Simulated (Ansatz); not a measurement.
Consider the formal loss of a carbene: `C[Se][SnH]([Cl])[Cl]` → `[CH2]` (triplet) + `[Cl][SnH]([Cl])[SeH]`.

Program: Ansatz. Geometries: PBE0-D4/def2-TZVP. ΔE: electronic, gas phase. CCSD(T)/CBS adds triple-zeta CCSD(T) − MP2 to the extrapolated MP2 energy (def2 sets, frozen cores). This one scheme is used for every species. DFT in def2-TZVPP. Triplets are unrestricted, without spin–orbit coupling. Elements past krypton have def2 core potentials. For Se, Sn outer-core shells are correlated without core-valence functions, which leaves a few kJ/mol of doubt a bond. Scalar relativity is left out up to krypton. One conformer a species, not always the lowest.

```csv
level,ΔE (kJ/mol)
B97M-V,433.4
LC-ωPBE,419.2
RPA@PBE/def2-TZVPP,419.3
MP2/def2-SVP,419.1
```

Q: What does CCSD(T)/CBS give? (An estimate is asked.)

A: The calculation gave: +437.9 kJ/mol. The listed levels differ from it by -4.5, -18.7, -18.6, -18.8 kJ/mol.

Largest T1 diagnostic among the species: 0.011.

Leaving LDA and LC-ωPBE aside and taking each functional with its dispersion term where it has one, the values, not all of them listed here, spread over 37.2 kJ/mol, from r2SCAN0-D4 to ωB97X-V. LDA lies +67.7 kJ/mol from PBE without D4. From PBE to PBE0 (25 % exact exchange), in def2-TZVPP and without D4, ΔE moves by −9.8 kJ/mol. The D4 term adds +14.1 kJ/mol with B3LYP and +7.7 kJ/mol with PBE0; it sums over pairs of atoms, weighted by their polarisabilities, and B3LYP, whose exchange is more repulsive, gets the larger term.

CCSD(T)/CBS has its own doubt, a few kJ/mol and more with outer-core shells, so smaller differences from it don't rank the levels.

B3LYP here is the variant with VWN-RPA as its local correlation; programs differ in this.
